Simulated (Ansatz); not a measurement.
`O=C=N[SiH3]`. Total charge 0; spin multiplicity 1. All single points use the PBE0-D4/def2-TZVP geometry.

```xyz
7

O    -2.546   -0.847   -1.406
C    -1.566   -0.522   -0.866
N    -0.565   -0.189   -0.314
Si    0.867    0.289    0.479
H     1.298   -0.799    1.388
H     0.597    1.522    1.255
H     1.914    0.547   -0.537
```

What is the dipole moment at B3LYP/def2-TZVPP? (Estimate.)

Ansatz gave: 2.10 D, with components (1.77, 0.59, 0.98) D in this frame, pointing from negative to positive charge.

And with PBE, r2SCAN, ωB97M-V? (Estimate.)

The calculation gave: PBE 1.98 D, r2SCAN 2.00 D, ωB97M-V 2.04 D.

Give the Mulliken charges with B3LYP, ωB97M-V, r2SCAN in def2-TZVPP. (An estimate is asked.)

The calculation gave: 
```csv
atom,B3LYP,ωB97M-V,r2SCAN
O1,-0.22,-0.24,-0.24
C2,0.25,0.32,0.30
N3,-0.24,-0.29,-0.29
Si4,0.36,0.27,0.41
H5,-0.05,-0.02,-0.06
H6,-0.05,-0.02,-0.06
H7,-0.05,-0.02,-0.06
```

B3LYP here is the variant with VWN-RPA as its local correlation; programs differ in this.
